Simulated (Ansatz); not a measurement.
Ansatz (a program for electronic structure) input (B3LYP/3-21G): The .json file is the Basis Set Exchange's 3-21G.

Ansatz 0.2 input:
```yaml
crystal:
  periodic: [false, false, false]
  atoms:
    - {symbol: Si, position_ang: [-0.07963600, -0.12208800, 0.36432600]}
    - {symbol: O, position_ang: [1.34571800, -0.55284800, 0.02732200]}
    - {symbol: F, position_ang: [-1.07231600, 0.68133400, -0.59101600]}
basis:
  gaussian:
    orbitals: 3-21G.json
hamiltonian:
  xc: {name: B3LYP}
magnetization: {spin_polarized: true, initial_magnetization: 1}
output: {forces: true}
```

Output:

```
Functional definition: B3LYP
integrals: 0.01 GiB planned
319 factors; integrals over basis functions are off by at most 1.4e-4 eV
mean field: 0.10 GiB planned
mean field evaluation 1: about -12565.1762 eV, gradient 4.6e1 eV
mean field evaluation 2: about -12483.7647 eV, gradient 1.2e2 eV
mean field evaluation 4: about -12573.0682 eV, gradient 9.0e0 eV
mean field evaluation 8: about -12573.3654 eV, gradient 3.2e-1 eV
mean field evaluation 16: about -12573.3660 eV, gradient 5.3e-5 eV
mean field -12573.36600494 eV, -462.0626781479 hartree, gradient 5.4e-5 eV, S^2 0.753306; 0 other end points of the search recorded, 0 dependent functions left out
the calculation of the forces begins
reference -12573.36616469 eV, -462.0626840186 hartree; 16, 15 occupied and 15, 16 virtual orbitals, 319 factors
Total energy: -12573.36616469 eV, -462.0626840186 hartree
Atom 0 at    -0.079636    -0.122088     0.364326 Å, force    -2.669543    -0.030849     2.611236 eV/Å
Atom 1 at     1.345718    -0.552848     0.027322 Å, force     3.702110    -0.989928    -1.180010 eV/Å
Atom 2 at    -1.072316     0.681334    -0.591016 Å, force    -1.032567     1.020778    -1.431226 eV/Å
Dipole moment:    -0.329072     0.066081     0.156685 e Å
```

The geometry given is a B3LYP-D3(BJ)/def2-TZVP minimum.
